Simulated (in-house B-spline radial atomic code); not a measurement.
A radial electron density 4πr²n(r) was computed for an atom or ion in its tabulated ground configuration with an all-electron radial atomic-structure program (B-spline basis); method: Dirac-Hartree-Fock, average of configuration. Columns: r (bohr), 4πr²n(r) (electrons per bohr), bar.

```
 0.00119    1.588 #
 0.00141    2.142 #
 0.00167    2.877 ##
 0.00197    3.821 ##
 0.00233    5.071 ###
 0.00276    6.707 ####
 0.00327    8.808 ######
 0.00386     11.4 #######
 0.00457    14.68 #########
 0.00541    18.68 ############
  0.0064    23.41 ###############
 0.00757    28.84 ###################
 0.00895    34.85 ######################
  0.0106    41.22 ###########################
  0.0125    47.31 ##############################
  0.0148    52.83 ##################################
  0.0175    56.91 #####################################
  0.0207    58.99 ######################################
  0.0245    58.69 ######################################
   0.029    56.21 ####################################
  0.0343    52.55 ##################################
  0.0406    49.35 ################################
   0.048    48.54 ###############################
  0.0568    51.42 #################################
  0.0672    57.62 #####################################
  0.0795    64.62 ##########################################
  0.0941    68.33 ############################################
   0.111    65.19 ##########################################
   0.132    53.98 ###################################
   0.156    39.02 #########################
   0.184    26.03 #################
   0.218    18.87 ############
   0.258    17.37 ###########
   0.305    16.99 ###########
   0.361    14.02 #########
   0.427    8.758 ######
   0.505    3.927 ###
   0.597     1.21 #
   0.707   0.2375 
   0.836  0.02864 
   0.989 0.001913 
    1.17 6.433e-05
```

(1) Which atom or ion is it?
A. Pd31+
B. Ag32+
C. Pd32+
D. In33+

## Answers

(1) C. The area under the curve, ∫4πr²n dr = ∫r·4πr²n d(ln r) on this logarithmic grid, is 14 electrons, which only this option has. The configuration is [Ne] 3s2 3p2.
